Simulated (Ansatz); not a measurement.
A run for Ansatz (a quantum-chemistry and plane-wave program): R-CCSD(T)/cc-pVDZ on H2 (SMILES [H][H]).

Ansatz 0.2 input:
```yaml
crystal:
  periodic: [false, false, false]
  atoms:
    - {symbol: H, position_ang: [-0.00000000, 0.00000000, -0.37198648]}
    - {symbol: H, position_ang: [0.00000000, -0.00000000, 0.37198648]}
basis:
  gaussian:
    orbitals: cc-pVDZ
magnetization: {spin_polarized: false}
correlation: {method: ccsd_t, electrons: outside_noble_gas}
scf: {lower_state_search: off}
```

Problem. Give the final energy of this run.

Solution. -1.1635 hartree (reference determinant -1.1287, T1 diagnostic 0.005).
